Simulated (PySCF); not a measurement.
Precursor series Zn Br-H. All species are isolated molecules in the gas phase.

Calculation: PySCF with PBE-D3(BJ)/def2-TZVP // BP86-D3(BJ)/def2-SVP. 

| species | LUMO (eV) | charge on the central atom (Mulliken) (e) | charge on the central atom (meta-Löwdin) (e) |
|---|---|---|---|
| 0 of 2 Br replaced by H ([Zn(Br)2]) | -2.74 | 0.46 | 1.13 |
| 1 of 2 Br replaced by H ([Zn(Br)(H)]) | -1.47 | 0.26 | 0.95 |
| 2 of 2 Br replaced by H | -1.40 | 0.06 | 0.83 |
